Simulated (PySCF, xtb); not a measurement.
diboron tetrafluoride (B2F4), SMILES B(F)(B(F)F)F.

GFN2-xTB run with xtb at its own geometry gives an orbital gap of 5.07 eV and a dipole moment of 0.00 D.

Geometry optimised at PBE0-D3(BJ)/def2-SVP. One conformer was computed; it need not be the lowest.

**Question.** What does PySCF with PBE/def2-TZVP give? (The exact figures need the calculation; the answer reports its results.)

**Answer.** gap 6.43 eV (levels -8.32 and -1.89 eV), dipole 0.00 D.
